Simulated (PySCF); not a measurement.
A PySCF script (with the pyscf-properties extension) for the NMR shieldings of `N[b-]1cccc(F)c1`, [C5H6BFN]-, on a GFN2-xTB geometry:

```python
import basis_set_exchange as bse
import numpy as np
from pyscf import gto, dft
from pyscf.prop import nmr

atoms = """
N     2.440552    0.010797   -0.313177
B     0.985426   -0.006134   -0.124776
C     0.192494   -1.289220   -0.036815
C    -1.177464   -1.244581    0.081930
C    -1.882607   -0.043090    0.133505
C    -1.181668    1.150681    0.061264
F    -1.960174    2.322808    0.127639
C     0.174394    1.266727   -0.059001
H     2.942234    0.848026   -0.059128
H     2.961833   -0.810379   -0.046082
H     0.646050   -2.284968   -0.061737
H    -1.760119   -2.167820    0.144433
H    -2.962057   -0.030084    0.230455
H     0.580428    2.276764   -0.100676
"""
names = dict.fromkeys(["N", "B", "C", "F", "H"], "pcSseg-1")
basis = {el: gto.basis.parse(bse.get_basis(n, elements=[el], fmt="nwchem")) for el, n in names.items()}
mol = gto.M(atom=atoms, basis=basis, charge=-1, verbose=0)
mf = dft.RKS(mol, xc="PBE0")
mf.grids.level = 2
mf.grids.alignment = dft.numint.BLKSIZE   # the property module wants whole blocks of grid points
mf.conv_tol = 1e-9
mf.kernel()

calc = nmr.RKS(mf)   # GIAO
C = mf.mo_coeff
Co = C[:, mf.mo_occ > 0]
resp = mf.gen_response(singlet=True, hermi=2)
def vind(x):   # induced exchange potential for any number of trial vectors
    d = np.einsum("pi,xij,qj->xpq", C, 2 * x.reshape(-1, C.shape[1], Co.shape[1]), Co, optimize=True)
    return np.einsum("xpq,pi,qj->xij", resp(d - d.transpose(0, 2, 1)), C, Co, optimize=True).ravel()
mo1, _ = nmr.rhf.solve_mo1(calc, with_cphf=vind)
sigma = calc.kernel(mo1)
for i, s in enumerate(sigma):   # ppm
    w = np.linalg.eigvalsh((s + s.T) / 2)
    print("%2d %-2s iso %8.1f  s11 %8.1f  s22 %8.1f  s33 %8.1f" % (i, mol.atom_pure_symbol(i), w.mean(), *w))
```

Problem. What are the results?

Solution. 
```
 0 N  iso    222.7  s11    195.1  s22    208.1  s33    264.9
 1 B  iso     71.1  s11     38.6  s22     55.2  s33    119.5
 2 C  iso     78.0  s11    -22.4  s22     85.2  s33    171.2
 3 C  iso     49.3  s11    -64.2  s22     52.6  s33    159.6
 4 C  iso     98.3  s11     27.8  s22    113.1  s33    154.0
 5 C  iso      8.4  s11    -82.0  s22     49.1  s33     58.1
 6 F  iso    279.2  s11    205.7  s22    273.5  s33    358.6
 7 C  iso     95.4  s11     27.0  s22     96.4  s33    162.8
 8 H  iso     31.0  s11     23.9  s22     29.7  s33     39.6
 9 H  iso     31.0  s11     23.9  s22     29.4  s33     39.7
10 H  iso     26.4  s11     24.7  s22     25.2  s33     29.4
11 H  iso     24.8  s11     21.9  s22     25.1  s33     27.3
12 H  iso     26.7  s11     23.5  s22     28.0  s33     28.7
13 H  iso     26.7  s11     24.4  s22     25.8  s33     29.9
```

These numbers come from an equivalent density-fitted implementation of the same equations, which agrees with the script to about 0.01 ppm for H and up to a few tenths of a ppm for heavy atoms, so last digits may differ.

Size and cost of the density-fitted run: 166 basis functions, 34 s wall time on 1 thread of an Arm Neoverse N1, shared host; peak memory 0.74 GiB.
